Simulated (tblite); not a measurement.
Compound: C6H12BNS.
SMILES with atom numbers: `[BH3-:1][N+:2]#[C:3][CH2:4][CH2:5][CH2:6][C:7]([CH3:8])=[S:9]` (hydrogens: H10, H11, H12 on B1; H13, H14 on C4; H15, H16 on C5; H17, H18 on C6; H19, H20, H21 on C8)
Bond orders are those of one Lewis drawing.

Computed with GFN2-xTB (tblite), gas phase: L-BFGS steps from a force-field or distance-geometry start until the largest atomic force falls under 0.01 eV/Å.

At the end of the run (lengths in Å): C7=S9 1.624, C6–C7 1.498, C7–C8 1.490, N2≡C3 1.150, C4–C5 1.537, C3–C4 1.436, C6–H17 1.096, C6–C7–C8 115.6°, C8–C7–S9 121.0°, C5–C6–C7 115.6°, C6–C7–S9 123.4°, C3–C4–C5–C6 -176°, C4–C5–C6–C7 -73°, C5–C6–C7–C8 179°, H19–C8–C7–C6 -59°, H15–C5–C6–C7 48°.

**Question.** These geometries were met on the way; a selection of coordinates is given. Order them by energy above the end point, lowest first.
A. C7=S9 1.429, C6–C7 1.471, C7–C8 1.514, N2≡C3 1.171, C4–C5 1.491, C3–C4 1.481, C6–H17 1.139, C6–C7–C8 116.9°, C8–C7–S9 116.6°, C5–C6–C7 114.9°, C6–C7–S9 126.5°, C3–C4–C5–C6 180°, C4–C5–C6–C7 -63°, C5–C6–C7–C8 179°, H19–C8–C7–C6 -31°, H15–C5–C6–C7 61°
B. C7=S9 1.639, C6–C7 1.503, C7–C8 1.484, N2≡C3 1.157, C4–C5 1.542, C3–C4 1.448, C6–H17 1.096, C6–C7–C8 118.3°, C8–C7–S9 117.6°, C5–C6–C7 114.8°, C6–C7–S9 124.0°, C3–C4–C5–C6 -179°, C4–C5–C6–C7 -63°, C5–C6–C7–C8 180°, H19–C8–C7–C6 -33°, H15–C5–C6–C7 59°
C. C7=S9 1.720, C6–C7 1.470, C7–C8 1.458, N2≡C3 1.201, C4–C5 1.542, C3–C4 1.426, C6–H17 1.091, C6–C7–C8 122.5°, C8–C7–S9 115.1°, C5–C6–C7 116.4°, C6–C7–S9 122.4°, C3–C4–C5–C6 -179°, C4–C5–C6–C7 -63°, C5–C6–C7–C8 -179°, H19–C8–C7–C6 -33°, H15–C5–C6–C7 60°
D. C7=S9 1.800, C6–C7 1.410, C7–C8 1.429, N2≡C3 1.131, C4–C5 1.534, C3–C4 1.475, C6–H17 1.103, C6–C7–C8 127.4°, C8–C7–S9 112.0°, C5–C6–C7 119.4°, C6–C7–S9 120.6°, C3–C4–C5–C6 180°, C4–C5–C6–C7 -63°, C5–C6–C7–C8 180°, H19–C8–C7–C6 -32°, H15–C5–C6–C7 59°
E. C7=S9 1.610, C6–C7 1.491, C7–C8 1.485, N2≡C3 1.152, C4–C5 1.542, C3–C4 1.446, C6–H17 1.104, C6–C7–C8 116.3°, C8–C7–S9 119.1°, C5–C6–C7 115.3°, C6–C7–S9 124.5°, C3–C4–C5–C6 180°, C4–C5–C6–C7 -63°, C5–C6–C7–C8 180°, H19–C8–C7–C6 -33°, H15–C5–C6–C7 59°

**Answer.** E (0.086 eV), B (0.177 eV), C (0.540 eV), D (0.945 eV), A (1.647 eV).

| step | E above end (eV) | rms distance from the end, all atoms (Å) | largest force (eV/Å) | rms shift of all bonds from the end (Å) |
| --- | --- | --- | --- | --- |
| 6 | 0.086 | 0.237 | 0.680 | 0.007 |
| 4 | 0.177 | 0.242 | 0.789 | 0.008 |
| 2 | 0.540 | 0.245 | 5.474 | 0.027 |
| 1 | 0.945 | 0.247 | 7.233 | 0.049 |
| 0 | 1.647 | 0.251 | 14.776 | 0.051 |

Rows stand in the order of the answer.
